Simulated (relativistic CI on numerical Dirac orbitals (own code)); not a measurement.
One change at a time: Te²⁰⁺

Base calculation: Dirac-Coulomb-Breit CI, KLI orbitals optimised for each configuration, model QED (radiative potential, 1s self-energy scaled to tabulated hydrogen-like ionisation energies), unscaled Slater integrals.

CI space (outside the closed core [Ar] 3d10): 4s2 4p2, 4s 4p3, 4s2 4p 4d, 4p4, 4s 4p2 4d, 4s2 4p 4f, 4s 4p2 4f, 4p3 4d, 4s 4p 4d2, 4s2 4d 4f, 4p3 4f, 4s2 4p 5s, 4s2 4d2, 4s 4d3, 4s 4d2 4f, 4p2 4d2, 4p 4d3, 4p 4d2 4f, 4p 4d2 5s, 4s2 4f2, 4s 4d 4f2, 4s 4f3, 4p2 4f2, 4p 4d 4f2, 4p 4f3, 4p 4f2 5s. Double excitations out of closed p, d and f shells are left out; levels of such configurations are missing from the list, as are those of other unlisted configurations, and high levels can miss mixing partners.

Variants: (1) P86 correlation estimate; (2) only the first 3 configurations; (3) one mean potential for all configurations. Shifts of the energy above 4s2 4p2 3P_0, in cm⁻¹, for the lowest level and the first level of each name with at least 55 % of one term (blank where a level changes its place among those of its configuration and J or its character, or is not in the variant):

| Level | Base | Δ(1) | Δ(2) | Δ(3) |
| --- | --- | --- | --- | --- |
| 4s2 4p2 3P_0 | 0 | 0 | 0 | 0 |
| 4s2 4p2 3P_1 | 86973 | +1 | -276 | +11 |
| 4s2 4p2 1S_0 | 254948 | +9 | +6617 | -20 |
| 4s 4p3 5S°_2 | 438086 | +515 | -14329 | +71 |
| 4s 4p3 3D°_1 | 511787 | +549 | -7493 | +50 |
| 4s 4p3 3D°_2 | 536489 | +545 | -9823 | +57 |
| 4s 4p3 3D°_3 | 565845 | +553 | -8305 | +55 |
| 4s 4p3 3P°_0 | 607699 | +539 | -8008 | +51 |
| 4s 4p3 3P°_1 | 620563 | +545 | -6697 | +50 |
| 4s2 4p 4d 3F°_2 | 738025 | +907 | +884 | -46 |
| 4s2 4p 4d 3F°_3 | 774848 | +983 | +684 | -66 |
| 4s2 4p 4d 3F°_4 | 850810 | +986 | +646 | -74 |
| 4s2 4p 4d 3P°_0 | 890305 | +974 | +6024 | -58 |
| 4s2 4p 4d 3D°_3 | 898852 | +988 | +7360 | -51 |

At this charge energies of transitions that change n are usually good to better than 1 %, and those within a shell (Δn = 0) to a few per cent.

Ionisation energy from the two ground configurations alone: base 599.007 eV; P86 correlation estimate 600.443 eV. The NIST ASD value (theoretical) is 599 eV.

LS names give the leading component of a level, which can be under half, so a name can repeat, a term be missing and a line seem to break the LS rules.
